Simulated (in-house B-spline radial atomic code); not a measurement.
Sn²⁺. Computed with a B-spline radial atomic code. Model: non-relativistic spherical atom: semilocal Troullier-Martins pseudo-atom, one channel per l, against all electrons, high spin, G0W0 and RPA with empty states to l = 8, local potential for every l without a channel, a model core (radius 0 = none) keeps its share of the functional.

The core holds an angular momentum without a channel of its own, so the local potential lets valence electrons into it.

Without relativity these are model numbers for so heavy an element.

What the tables leave out is listed at the end.

The pseudopotential gives back the lowest level of each angular momentum of its own functional in the configuration it was made in; a second state of the same l is only approximately right. Exact exchange, RPA and GW see the smooth pseudo-orbitals and miss the exchange with the core, for which the functional's share stands in. The column with an uncorrelated core keeps all orbitals and exact exchange, and so separates missing core correlation from pseudisation. Only the three outermost levels and the lowest empty one were computed. RPA here is direct RPA, with no exchange kernel, and its energies carry an (l + 1/2)⁻⁴ tail. A hybrid on a potential with a model core restores only its own semilocal share of the core's exchange.

Command:
```bash
python run_psgw.py task.json out
```
Settings (lengths in bohr, energies in hartree):
```
Z                      50
electrons              48
configuration          [Kr] 4d10 5s2
generated_in           [Kr] 4d10 5s2 5p2
functional             lda,vwn
core_shells            9
radius_factor          1
core_correction        True
ion_configuration      [Kr] 4d10 5s1
```

Run time, properties included: 23 s on 1 thread of Intel(R) Xeon(R) 6975P-C (Granite Rapids), with other jobs on the host.

Given: made with LDA VWN5; model core radius 1.809 bohr; local radius 2.157 bohr; mean-field start LDA VWN5.

Valence shells of the generating configuration: 5s, 5p.

Channel: s 2.081, p 2.589 (radii in bohr).

Computed: largest level miss in the spin-unpolarised generating configuration 0 eV; valence RPA correlation energy all-electron orbitals -0.072676 hartree; all-electron RPA polarisability, core included 13.675 bohr³; pseudo-atom RPA polarisability 13.364 bohr³; ionisation by mean-field pseudo minus all 0.226 eV; ionisation by RPA all-electron 29.804 eV; ionisation by RPA pseudo minus all 1.034 eV.

```csv
level,occupied,mean-field all-electron (eV),mean-field pseudo minus all (eV),G0W0 all-electron (eV),G0W0 uncorrelated core minus all (eV),G0W0 pseudo minus all (eV),exchange self-energy all-electron (eV),exchange self-energy pseudo (eV)
5s,1,-25.473,-0.106,-29.791,0.934,-0.385,-15.188,-10.71
5p (empty),0,-18.085,-0.079,-14.544,0.455,-1.004,-5.1861,-2.3026
```

**Question.** What is the valence RPA correlation energy pseudo?

**Answer.** -0.088417 hartree.

**Question.** What is the ionisation by mean-field all-electron?

**Answer.** 29.937 eV.

Given: mean-field start PBE0.

Computed: valence RPA correlation energy all-electron orbitals -0.063438 hartree; valence RPA correlation energy pseudo -0.076247 hartree; pseudo-atom RPA polarisability 12.969 bohr³; ionisation by mean-field all-electron 29.154 eV; ionisation by RPA all-electron 29.626 eV; ionisation by RPA pseudo minus all -0.207 eV.

```tsv
level	occupied	mean-field all-electron (eV)	mean-field pseudo minus all (eV)	G0W0 all-electron (eV)	G0W0 uncorrelated core minus all (eV)	G0W0 pseudo minus all (eV)	exchange self-energy all-electron (eV)	exchange self-energy pseudo (eV)
5s	1	-25.926	0.263	-29.642	0.907	0.652	-14.867	-10.484
5p (empty)	0	-16.783	0.053	-14.535	0.415	-0.224	-4.8021	-2.2098
```

**Question.** What is the ionisation by mean-field pseudo minus all?

**Answer.** -0.196 eV.

**Question.** What is the all-electron RPA polarisability, core included?

**Answer.** 12.783 bohr³.

Among the listed levels the largest G0W0 shift of the pseudo-atom is -1.00 eV, for 5p (empty) on the LDA VWN5 start, while leaving the core uncorrelated moves that level by +0.46 eV. So pseudisation and the lost core exchange, not the missing core correlation, make the error. Not in the tables (levels of low weight, unsolved or above zero; the highest and the empty levels are kept at any weight): no Hartree-Fock pseudo-atom is run with a model core.
